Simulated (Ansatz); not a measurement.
Consider the redistribution: `NB(F)[O][GeH3]` + `O[SiH2][SiH3]` → `NB(F)[SiH3]` + `O[SiH2][O][GeH3]`.

Gas-phase electronic energies from Ansatz, PBE0-D4/def2-TZVP geometries. CCSD(T)/CBS is the MP2 limit (def2-TZVPP, def2-QZVPP) plus CCSD(T) − MP2 in def2-TZVPP, frozen cores. DFT in def2-TZVPP. B3LYP here is the variant with VWN-RPA as its local correlation; programs differ in this. For Ge outer-core shells are correlated without core-valence functions, which leaves a few kJ/mol of doubt a bond. Scalar relativity is left out up to krypton. Each species was taken in one conformer, which may not be the lowest.

```
          level  ΔE (kJ/mol)
       B3LYP-D4         12.5
            PBE         19.1
         r2SCAN         16.5
          B3LYP         13.3
 MP2/def2-TZVPP          7.3
CCSD/def2-TZVPP         11.8
  HF/def2-QZVPP         12.4
  MP2/CBS(def2)          5.7
```

Question: What does CCSD(T)/CBS give? (An estimate is asked.)

Answer: The calculation gave: +9.4 kJ/mol. The listed levels differ from it by 3.1, 9.7, 7.1, 3.9, -2.1, 2.4, 3.0, -3.7 kJ/mol.

Largest T1 diagnostic among the species: 0.013.
